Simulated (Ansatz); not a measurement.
Geometry optimisation, UKS PBE/def2-SVP in Ansatz 0.2.0.

The input (input.yaml):

```yaml
crystal:
  periodic: [false, false, false]
  atoms:
    - { symbol: Ge, position_ang: [0.006456, 0.008274, 0.023846] }
    - { symbol: H, position_ang: [-0.766694, 0.517777, 2.614929] }
    - { symbol: H, position_ang: [1.530998, -0.025675, -0.2855] }
    - { symbol: H, position_ang: [-0.652489, 1.205622, -0.720191] }
    - { symbol: H, position_ang: [-0.649812, -1.3251, -0.437031] }
    - { symbol: "N", position_ang: [-0.143854, 0.092289, 3.336891] }
    - { symbol: H, position_ang: [-0.124984, -0.915721, 3.128722] }
    - { symbol: H, position_ang: [0.801979, 0.442534, 3.129732] }
magnetization:
  spin_polarized: true
  initial_magnetization: 1
basis:
  gaussian: { orbitals: def2-SVP }
hamiltonian:
  xc: pbe
relax:
  f_tol: 0.03
  max_steps: 50
output:
  orbitals: {}
```

Run as:

```bash
$ ansatz run input.yaml --threads 2 --pin off --max-ram 3072MiB --backend cpu --events-out ev --progress --plain --runs-dir out
```

Where does it end, and by what steps?

The run converged. The force dipped under the threshold on the way, but the program's further checks kept it going. After 10 steps the energy has fallen by 0.035 eV; H4 moved furthest, 0.58 Å.

| step | energy less start (eV) | largest force component (eV/Å) | accepted |
| --- | --- | --- | --- |
| 0 | 0.0000 | 0.388 | yes |
| 1 | -0.0048 | 0.492 | yes |
| 2 | -0.0112 | 0.096 | yes |
| 3 | -0.0206 | 0.069 | yes |
| 4 | -0.0229 | 0.193 | yes |
| 5 | -0.0276 | 0.133 | yes |
| 6 | -0.0325 | 0.033 | yes |
| 7 | -0.0338 | 0.144 | yes |
| 8 | -0.0348 | 0.050 | yes |
| 9 | -0.0350 | 0.023 | yes |
| 10 | -0.0352 | 0.009 | yes |

```xyz
8
Properties=species:S:1:pos:R:3
Ge -0.098 0.231 0.018
H -0.782 0.548 2.909
H 1.458 0.141 0.057
H -0.544 1.009 -1.258
H -0.680 -1.215 -0.023
N -0.042 -0.057 3.290
H -0.161 -0.979 2.851
H 0.850 0.322 2.947
```

Whether the end is a true minimum wasn't checked by a vibrational analysis.

The run took 6.3 s on 2 threads of AMD EPYC 9R45 96-Core Processor (Zen 5) (shared host), peak memory 0.17 GiB.
